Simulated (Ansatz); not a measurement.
Worked example: GeH3Cl + C4H10 → GeH4 + C4H9Cl

Species: GeH3Cl (chlorogermane) `[Cl][GeH3]`, singlet; C4H10 (butane) `CCCC`, singlet; GeH4 (germane) `[GeH4]`, singlet; C4H9Cl (1-chlorobutane) `CCCCCl`, singlet. The partners trade Cl for H: Ge–Cl and C–H bonds give way to Ge–H and C–Cl.

Shapes, held fixed at every level: PBE0-D4/def2-TZVP. Flexible molecules stand in one conformer, not always the lowest. Programs: Ansatz 0.2.0. The zero-point and thermal change to 298 K, harmonic and unscaled (PBE0-D4/def2-TZVP), is -7.3 kJ/mol.

At CCSD(T)/def2-TZVPP; 1 Eh = 2625.50 kJ/mol:

| species | energy (Eh) |
| --- | --- |
| GeH3Cl | -2537.162724 |
| C4H10 | -158.155948 |
| GeH4 | -2077.986460 |
| C4H9Cl | -617.284943 |

**Question.** Work out ΔH(298 K) of the reaction at this level.

**Answer.** 
1. Products less reactants: (-2077.986460) + (-617.284943) − [(-2537.162724) + (-158.155948)] = 0.047269 Eh = +124.1 kJ/mol.
2. With the thermal change: +124.1 + (-7.3) = +116.8 kJ/mol.

Other levels give +116.8 (PBE0-D4/def2-TZVPP) to +132.7 kJ/mol (HF/def2-TZVPP). No measured value is set beside it here. Relativity is left out for Ge unless named. Correlated rows may include outer-core shells of Ge, which these sets cover unevenly.
